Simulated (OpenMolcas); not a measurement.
## Ne²⁺: Slater's ratio, the spin-orbit constant, worked from levels

```yaml
Program: OpenMolcas 26.06
Basis: ANO-L-VTZP [4s3p2d1f]
Scalar_Hamiltonian: non-relativistic, point nucleus
Active_space: 4 electrons in 3 orbitals (2p)
State_averaging: 2S+1 = 3 even, 3 roots; 2S+1 = 1 even, 6 roots
Spin-orbit_coupling: state interaction with AMFI integrals over the reference wave functions, term energies averaged over their components
```

Methods: CASSCF; SS-CASPT2, IPEA 0.25 Eh, imaginary shift 0.1 Eh (closed shells correlated: 1s 2s). Measured levels: Moore, Atomic Energy Levels, vol. I, NSRDS-NBS 35 (1971 reprint of NBS Circular 467, 1949).

**Slater's ratio.** With one set of orbitals, p4 has ¹D - ³P = 6 F2 and ¹S - ¹D = 9 F2 (F2 = F²/25), a ratio of 3/2. Term energies are centres of gravity, weighted by 2J + 1.

```
   Source  ¹D - ³P  ¹S - ³P  F2 from the first  Ratio
   CASSCF    27634    68820               4606  1.490
SS-CASPT2    26047    58631               4341  1.251
 measured    25521    55427               4254  1.172
```

Energies in cm-1. A ratio away from 3/2 shows effects beyond one configuration with one set of orbitals, and in heavier atoms second-order spin-orbit shifts.

**The spin-orbit constant.** For the Hund term ³P of p4, E(J) = (A/2) J(J+1) + constant and ζ = -2S·A = -2A. From J = 0 to J = 2 the energy changes by 3 A.

```csv
Source,E(2) - E(0),A,ζ
CASSCF,-873.8,-291.3,583
SS-CASPT2,-872.5,-290.8,582
measured,-927.0,-309.0,618
```

All in cm-1. SS-CASPT2 is off by -5.9 % and CASSCF by -5.7 %. Both methods take the spin-orbit matrix elements from the reference wave functions, so the second can move ζ only through the term energies and any multistate remixing. Second-order mixing with other terms is absorbed into this ζ.

Term energies are means over components that CASPT2 splits; among the terms shown or strongly mixed into the levels shown the widest spread is 56 cm-1 (2s² 2p⁴ ¹D, SS-CASPT2). With the s shell closed, the reference lacks s² → p² mixing. Computed and measured levels are paired by configuration, term and J; levels that our copy of the source lacks, or whose pairing is in doubt (as where it misses far off the trend of its configuration), stay unpaired and out of the deviations. Only configurations of the active space appear.
